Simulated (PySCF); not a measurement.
A structure optimised at PBE0-D3(BJ)/def2-SVP, used in a PySCF frequency run:

```
N
C 1 1.4156
H 2 1.1040 1 110.76
H 2 1.1041 3 107.40 1 121.29
H 2 1.1050 3 107.73 4 116.06
W 1 1.7471 2 162.08 3 -128.15
N 6 1.7543 1 110.39 2 6.30
H 7 1.0145 6 156.01 1 4.03
O 6 1.9094 1 108.01 2 124.49
H 9 0.9620 6 123.21 1 12.49
O 6 1.9112 1 107.13 2 -111.99
H 11 0.9626 6 121.80 1 134.92
```

Write its SMILES and formula.

C[N]=[W](=[NH])([OH])[OH], CH₆N₂O₂W

What are its rotational constants (standard atomic weights)?

3.0568, 1.8025, 1.6720 GHz
